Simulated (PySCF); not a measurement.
HIMg. Atoms are numbered in the order given.

```xyz
3

Mg     0.0000     0.0000    -2.0283
H      0.0000     0.0000    -3.7107
I      0.0000     0.0000     0.5292
```
Charge 0, spin multiplicity 1.

Coordinates come from a B3LYP-D3(BJ)/def2-TZVP optimisation. The def2 effective core potentials stand for the cores of I; spin–orbit coupling is left out.

Vertical ionisation energy (IE) and electron affinity (EA) in eV. Rows of orbital energies are one-electron estimates. Where ΔSCF, EOM or ADC give a negative EA the extra electron is unbound and the value depends on the basis.

```
level                                           IE     EA
--------------------------------------------  ----  -----
−ε(HOMO), −ε(LUMO), PBE0/def2-TZVPD (PySCF)    ___    ___
−ε(HOMO), −ε(LUMO), ωB97X/def2-TZVPD (PySCF)  9.73  -0.53
```

Question: Complete the blanks. (Estimate from the structure and the level; the computed values follow.)

Answer: 
- −ε(HOMO), −ε(LUMO), PBE0/def2-TZVPD (PySCF), IE: 7.54
- −ε(HOMO), −ε(LUMO), PBE0/def2-TZVPD (PySCF), EA: 1.14
